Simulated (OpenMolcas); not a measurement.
## OpenMolcas input wanted

The species is [SnH2Cl2]− (5 atoms), meant as a doublet with charge -1. SMILES of the parent species: `[Cl][SnH2][Cl]`. The shape is that of a PBE0-D4/def2-TZVP optimisation. That shape belongs to the parent species and isn't relaxed for this state.

```xyz
5

Cl   -1.7953   -0.3262    1.2065
Sn    0.1924   -0.1029    0.0386
Cl   -0.2504    1.2955   -1.7539
H     0.6022   -1.6263   -0.5821
H     1.3010    0.6863    1.0494
```

Settings wanted:

```json
{"method": "DFT", "reference": "UKS", "symmetry": "none", "basis set": "def2-SVPD", "task": "energy", "functional": "r2SCAN", "dispersion": "none", "nucleus": "point", "integration grid": "UltraFine", "SCF convergence threshold": "1e-10"}
```

Q: Write the OpenMolcas 26.06 input and the command.

A: One that was run (others would do as well):

geom.xyz:
```
5

Cl    -1.795300    -0.326200     1.206500
Sn     0.192400    -0.102900     0.038600
Cl    -0.250400     1.295500    -1.753900
H      0.602200    -1.626300    -0.582100
H      1.301000     0.686300     1.049400
```

test.input:
```
&GATEWAY
BASLIB=$CurrDir
COORD=geom.xyz
BASIS=def2-SVPD
GROUP=NoSym
&SEWARD
GRIDINPUT
Grid=UltraFine
End of Grid
&SCF
UHF
CHARGE=-1
SPIN=2
KSDFT=2
1.0 MGGA_X_R2SCAN
1.0 MGGA_C_R2SCAN
THRESHOLDS=1e-10 1e-07 1e-07 1e-05
PRORBITALS=1 2
```

```bash
$ export MOLCAS_MEM=1860
$ pymolcas test.input > test.log
```

(Basis files named in the input come from the Basis Set Exchange and aren't shown.)

Calculated total energy: -1135.71084 Eh. The HOMO lies above zero, from self-interaction, a short basis or an unbound electron.
